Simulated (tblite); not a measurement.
Compound: C5H11FO3Si.
Atom-mapped SMILES: `[CH3:1][O:2][C@@H:3]([C:4]([CH3:5])=[O:6])[Si@@H:7]([F:8])[O:9][CH3:10]` (hydrogens: H11, H12, H13 on C1; H14 on C3; H15, H16, H17 on C5; H18 on Si7; H19, H20, H21 on C10)

Computed with GFN2-xTB (tblite), gas phase: L-BFGS steps from a force-field or distance-geometry start until the largest atomic force falls under 0.01 eV/Å.

Step 4: E = -954.0183 eV
```
atom  x, y, z in Å  |  force x, y, z in eV/Å
C1     -1.0154   -2.0330    1.0811   -0.090   0.084   0.089
O2     -1.2627   -0.6808    0.7823    0.103   0.024   0.043
C3     -0.7970   -0.2794   -0.5000    0.108  -0.076   0.073
C4     -1.7162    0.7731   -1.0907    0.072  -0.083   0.001
C5     -2.3823    1.7294   -0.1483    0.017   0.021  -0.034
O6     -1.8866    0.8233   -2.2847    0.158   0.040  -0.166
Si7     1.0157    0.3951   -0.5749   -0.099  -0.102   0.085
F8      1.0784    1.7430    0.3136   -0.088   0.077  -0.042
O9      2.1394   -0.5937    0.0527   -0.314  -0.012  -0.001
C10     3.4383   -0.1408    0.3615    0.054   0.029   0.041
H11     0.0537   -2.2393    1.1100    0.195  -0.067  -0.040
H12    -1.4960   -2.7003    0.3557    0.025   0.033  -0.078
H13    -1.4428   -2.2320    2.0659    0.015   0.150  -0.059
H14    -0.8086   -1.1355   -1.1865   -0.167  -0.021  -0.006
H15    -2.8963    2.5003   -0.7178    0.007  -0.024  -0.044
H16    -3.1080    1.2015    0.4616    0.026  -0.137   0.089
H17    -1.6547    2.1868    0.5102    0.134  -0.048   0.100
H18     1.4007    0.7622   -1.9239   -0.093   0.131  -0.051
H19     3.9087    0.2864   -0.5230    0.036   0.010  -0.029
H20     3.3826    0.6244    1.1325    0.052   0.075   0.054
H21     4.0402   -0.9736    0.7222   -0.150  -0.103  -0.025
```

Step 5: E = -954.0277 eV
```
atom  x, y, z in Å  |  force x, y, z in eV/Å
C1     -1.0132   -2.0314    1.0798   -0.070   0.089   0.101
O2     -1.2565   -0.6779    0.7864    0.081  -0.025   0.005
C3     -0.7996   -0.2818   -0.4988    0.090  -0.063   0.044
C4     -1.7155    0.7711   -1.0898    0.110  -0.056   0.010
C5     -2.3798    1.7289   -0.1493    0.007  -0.002  -0.015
O6     -1.8772    0.8232   -2.2845    0.122   0.050  -0.219
Si7     1.0065    0.3935   -0.5755    0.067  -0.091   0.087
F8      1.0762    1.7417    0.3093   -0.113   0.133  -0.005
O9      2.1359   -0.5866    0.0562   -0.322  -0.071  -0.022
C10     3.4390   -0.1415    0.3627   -0.020   0.032   0.022
H11     0.0559   -2.2409    1.1081    0.175  -0.062  -0.029
H12    -1.4938   -2.6990    0.3540    0.014   0.059  -0.071
H13    -1.4431   -2.2234    2.0631    0.012   0.093  -0.010
H14    -0.8139   -1.1361   -1.1879   -0.169  -0.034   0.025
H15    -2.8964    2.4977   -0.7195    0.025  -0.016  -0.022
H16    -3.1016    1.1988    0.4621   -0.015  -0.144   0.097
H17    -1.6524    2.1815    0.5132    0.131  -0.022   0.068
H18     1.3960    0.7670   -1.9202   -0.097   0.123  -0.086
H19     3.9075    0.2870   -0.5220    0.050  -0.013  -0.038
H20     3.3823    0.6260    1.1306    0.082   0.066   0.089
H21     4.0348   -0.9806    0.7217   -0.159  -0.048  -0.032
```

Task: Estimate the geometry and energy of step 6. (The exact step hangs on the optimiser's Hessian estimate; all steps are aligned on step 5, rigid shifts and turns removed.)

Result: E = -954.0415 eV, largest force 0.254 eV/Å
```
atom  x, y, z in Å  |  force x, y, z in eV/Å
C1     -1.0093   -2.0278    1.0788    0.018   0.035   0.078
O2     -1.2453   -0.6735    0.7930    0.041  -0.061  -0.048
C3     -0.8020   -0.2870   -0.4964    0.019  -0.014  -0.038
C4     -1.7122    0.7671   -1.0901    0.131   0.023  -0.021
C5     -2.3755    1.7274   -0.1504    0.008  -0.066   0.024
O6     -1.8591    0.8240   -2.2872    0.089   0.055  -0.165
Si7     0.9933    0.3905   -0.5754    0.252   0.026   0.023
F8      1.0699    1.7424    0.3021   -0.147   0.168   0.027
O9      2.1255   -0.5775    0.0621   -0.160  -0.130   0.003
C10     3.4380   -0.1420    0.3647   -0.158   0.018  -0.013
H11     0.0621   -2.2447    1.1045    0.072  -0.038  -0.003
H12    -1.4899   -2.6954    0.3501    0.010   0.111  -0.025
H13    -1.4435   -2.2080    2.0593    0.012  -0.006   0.069
H14    -0.8262   -1.1379   -1.1893   -0.146  -0.065   0.070
H15    -2.8959    2.4934   -0.7228    0.062  -0.024   0.037
H16    -3.0915    1.1915    0.4647   -0.031  -0.113   0.063
H17    -1.6461    2.1724    0.5189    0.080  -0.005  -0.024
H18     1.3862    0.7773   -1.9161   -0.108   0.095  -0.093
H19     3.9064    0.2875   -0.5211    0.024  -0.065  -0.016
H20     3.3837    0.6298    1.1297    0.104   0.009   0.095
H21     4.0226   -0.9928    0.7202   -0.171   0.048  -0.041
```

The energy changes by -0.0138 eV. The first-order estimate −F·Δx gives -0.0202 eV and the mean of the old and new forces, exact on a quadratic surface, -0.0138 eV. The step makes an angle of 56° with the force vector and moves no atom by more than 0.018 Å.

The cost below is that of the whole relaxation. On an Intel Xeon at 2.70 GHz with one thread (shared host), this took 1.3 s wall.
